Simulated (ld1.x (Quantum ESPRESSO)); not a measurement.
**How hard is this helium PAW potential?**

* Element: He
* Generator: ld1.x (Quantum ESPRESSO) 7.5
* Type: PAW
* Functional: LDA (PZ)
* Relativity: scalar-relativistic
* Frozen core: none
* Valence charge: 2
* Reference configuration: 1s2
* Partial waves: 1s (bound): rcut 0.30, rcutus 0.40 bohr; 1s channel at 1.15 Ry: rcut 0.30, rcutus 0.40 bohr; 2p channel at 0.35 Ry: rc 0.35 bohr
* Local potential: the p channel
* Core correction: none
* Augmentation charge: GAUSS, radius 0.35 bohr

The pseudo-atom Hamiltonian at the reference potential is diagonalised in spherical Bessel functions j_l(qr) that vanish at 20 bohr, with q² up to the cutoff. All-electron valence levels (Ry): 1s -1.1404.

Question: How do the lowest levels (Ry) of each channel move with the cutoff, and are there ghosts?

Answer:

| cutoff (Ry) | s #1 | s #2 | p #1 | p #2 | d #1 | d #2 | f #1 | Σ f·Δε (mRy) |
| --- | --- | --- | --- | --- | --- | --- | --- | --- |
| 8 | -0.6382 | 0.0241 | 0.0459 | 0.1275 | 0.0822 | 0.2011 | 0.1218 | 1004.5 |
| 18 | -0.8507 | 0.0212 | 0.0459 | 0.1274 | 0.0822 | 0.2011 | 0.1218 | 579.6 |
| 35 | -0.9879 | 0.0195 | 0.0459 | 0.1274 | 0.0822 | 0.2011 | 0.1218 | 305.1 |
| 55 | -1.0628 | 0.0187 | 0.0459 | 0.1274 | 0.0822 | 0.2011 | 0.1218 | 155.2 |
| 80 | -1.0999 | 0.0183 | 0.0459 | 0.1274 | 0.0822 | 0.2011 | 0.1218 | 81.1 |
| 120 | -1.1260 | 0.0180 | 0.0459 | 0.1274 | 0.0822 | 0.2011 | 0.1218 | 28.9 |
| 200 | -1.1386 | 0.0178 | 0.0459 | 0.1274 | 0.0822 | 0.2011 | 0.1218 | 3.7 |
| 350 | -1.1404 | 0.0178 | 0.0459 | 0.1274 | 0.0822 | 0.2011 | 0.1218 | 0.0 |
| 400 | -1.1404 | 0.0178 | 0.0459 | 0.1274 | 0.0822 | 0.2011 | 0.1218 | 0.0 |

Result: no extra level below or beside the all-electron valence levels (s, p, d, f tested); 10 mRy is reached at 180 Ry and 1 mRy at 260 Ry.
